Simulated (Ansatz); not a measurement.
The cluster HfGe10. The state is a singlet with charge 0. Geometry PBE-D4/def2-SVP.

```csv
atom,x (Å),y (Å),z (Å)
Hf1,2.471,0.048,0.294
Ge2,-1.023,1.854,-0.552
Ge3,-0.008,0.803,1.913
Ge4,-1.310,-1.250,2.799
Ge5,-2.780,0.259,-1.253
Ge6,-0.654,-0.464,-2.470
Ge7,1.193,-1.802,-1.156
Ge8,0.990,-1.575,1.682
Ge9,1.444,0.936,-1.996
Ge10,1.206,2.506,0.471
Ge11,-1.529,-1.313,0.269
```

In the def2 sets Hf takes a core potential; there is no spin–orbit coupling. Single mean-field runs in def2-TZVP are fitted with def2-universal-jkfit. At HF/def2-TZVP the restricted singlet is unstable: a solution with broken spin symmetry lies lower. The restricted singlet is unstable towards broken spin symmetry in Hartree–Fock (as tested in another run); at PBE-D4/def2-SVP, PBE-D4/def2-TZVP, r2SCAN-D4/def2-TZVP, PBE0-D4/def2-TZVP this wasn't settled. The structure comes from a short search, and lower isomers may exist.

(1) Estimate the orbital energies around the gap (eV) in Ansatz with HF/def2-TZVP, PBE-D4/def2-SVP, PBE-D4/def2-TZVP, r2SCAN-D4/def2-TZVP, PBE0-D4/def2-TZVP.

Results:

(1) 
```tsv
orbital	HF/def2-TZVP	PBE-D4/def2-SVP	PBE-D4/def2-TZVP	r2SCAN-D4/def2-TZVP	PBE0-D4/def2-TZVP
HOMO−5	-8.00	-5.87	-5.79	-6.02	-6.55
HOMO−4	-7.90	-5.68	-5.61	-5.88	-6.41
HOMO−3	-7.50	-5.40	-5.33	-5.57	-6.10
HOMO−2	-7.33	-5.40	-5.32	-5.56	-6.04
HOMO−1	-6.71	-4.94	-4.87	-5.08	-5.54
HOMO	-5.99	-4.38	-4.31	-4.48	-4.93
LUMO	-0.73	-3.43	-3.36	-3.40	-2.83
LUMO+1	-0.20	-3.27	-3.22	-3.23	-2.67
LUMO+2	-0.11	-3.07	-3.06	-3.03	-2.55
LUMO+3	0.31	-2.99	-2.94	-2.96	-2.36
LUMO+4	0.45	-2.81	-2.77	-2.76	-2.18
LUMO+5	0.78	-2.55	-2.51	-2.47	-1.91
```
